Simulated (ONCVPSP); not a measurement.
# Transferability test, ONCV potential for oxygen

- Element: oxygen
- Generator: ONCVPSP 4.0.1
- Type: optimised norm-conserving Vanderbilt (ONCV)
- Functional: PBE
- Relativity: scalar-relativistic
- Frozen core: [He]
- Valence charge: 6
- Reference configuration: 2s2 2p3 (charge +1)
- Partial waves: 2s: rc 0.70 bohr, ncon 3, nbas 7, qcut 11.7 1/bohr, 2 projectors, debl 2.7 Ha; 2p: rc 1.40 bohr, ncon 4, nbas 8, qcut 10.8 1/bohr, 2 projectors, debl 2 Ha; d scattering state at 0.29 Ha: rc 1.25 bohr, ncon 4, nbas 8, qcut 7.1 1/bohr, 3 projectors, debl 2 Ha
- Local potential: polynomial inside 0.55 bohr (lpopt 4, dvloc0 0 Ha)
- Core correction: Teter function fitted to the true core (icmod 2), fcfact 0.55

Energies are relative to the spin-unpolarised reference configuration 2s2 2p3; without spin polarisation the order of configurations can differ from experiment.

| valence configuration | charge | ΔE all-electron (eV) | error AE − PS (meV) |
| --- | --- | --- | --- |
| 2s2 2p4 | 0 | -16.431 | +15 |
| 2s2 2p2 | +2 | 33.586 | +53 |
| 2s2 2p1 | +3 | 87.455 | +354 |
| 2s1 2p4 | +1 | 15.229 | +12 |
